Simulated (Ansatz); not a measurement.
Computed with Ansatz on PBE0-D4/def2-TZVP structures; ΔE is electronic, products minus reactants. CBS: MP2 limit from def2 TZ/QZ plus the TZ coupled-cluster correction, frozen cores. DFT in def2-TZVPP. Elements past krypton have def2 core potentials. For Se, Te outer-core shells are correlated without core-valence functions, which leaves a few kJ/mol of doubt a bond. Scalar relativity is left out up to krypton. Each species was taken in one conformer, which may not be the lowest.

`[NH2][AlH][SiH2][TeH]` + H₂Se → `[NH2][AlH][SeH]` + `[SiH3][TeH]`  (cleavage of the Al–Si bond)

`[NH2][AlH][SiH2][TeH]`:

Cartesian coordinates in Å:
```
N -0.166 -1.668 1.538
Al 0.000 -0.995 -0.086
Si -0.735 1.281 -0.515
Te 1.500 2.348 -0.996
H 0.210 -2.556 1.831
H -0.613 -1.206 2.313
H 0.740 -1.851 -1.196
H -1.214 2.032 0.679
H -1.689 1.550 -1.627
H 1.967 1.066 -1.942
```

H₂Se:

Z-matrix (Å, degrees):
```
Se
H 1 1.467
H 1 1.467 2 91.2
```

`[NH2][AlH][SeH]`:

Z-matrix (Å, degrees):
```
N
Al 1 1.762
H 1 1.007 2 123.9
H 1 1.007 2 125.8 3 -180.0
Se 2 2.323 1 117.5 3 179.9
H 2 1.577 1 120.7 3 -0.1
H 5 1.469 2 90.6 1 179.7
```

`[SiH3][TeH]`:

Cartesian coordinates in Å:
```
Si 0.120 -0.278 -0.574
Te 0.623 0.489 1.745
H -0.216 0.863 -1.462
H 1.370 -0.928 -1.041
H -0.994 -1.257 -0.591
H -0.903 1.112 1.923
```

```
         level  ΔE (eV)
     r2SCAN-D4    -1.07
MP2/def2-QZVPP    -1.19
```

Task: What does CCSD(T)/CBS give? (Estimate.)

Result: Computed: -1.10 eV. The listed levels differ from it by 0.03, -0.09 eV.

Largest T1 diagnostic among the species: 0.012.

From PBE to PBE0 (25 % exact exchange), in def2-TZVPP and without D4, ΔE moves by −0.07 eV. The D4 term adds +0.04 eV with B3LYP and +0.03 eV with PBE0; it sums over pairs of atoms, weighted by their polarisabilities, and B3LYP, whose exchange is more repulsive, gets the larger term. In def2-TZVPP, CCSD(T) changes the Hartree–Fock value by +0.21 eV (the triples alone add +0.03 eV) and MP2 by +0.11 eV.

B3LYP here is the variant with VWN-RPA as its local correlation; programs differ in this.
